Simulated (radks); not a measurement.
Valence configurations of F2+ (all share [He]). Calculated with a radial shooting solver on a logarithmic mesh with Libxc functionals: scalar-relativistic Kohn-Sham, r2SCAN, spin-polarised, spherical densities, finite nucleus; open shells are filled with parallel spins first; meta-GGA in the generalised Kohn-Sham scheme; Fermi nuclear charge, rms radius 2.8976 fm. Energies are relative to 2s2 2p3; eigenvalues in eV for spin up.

valence      E (eV)  moment (Bohr magnetons)    e(2p)    e(2s)
2s2 2p3       0.000                        3  -52.809  -72.900
2s1.5 2p3.5  10.369                        3  -52.770  -72.988
2s1 2p4      20.408                        3  -52.735  -73.084
2s0.5 2p4.5  34.725                        2  -51.684  -72.000
2p5          47.302                        1  -50.417        -

NIST lists [He] 2s2 2p3 as the ground configuration; this level of theory agrees among the configurations tried. The energies are those of spherical high-spin densities, not of single terms.
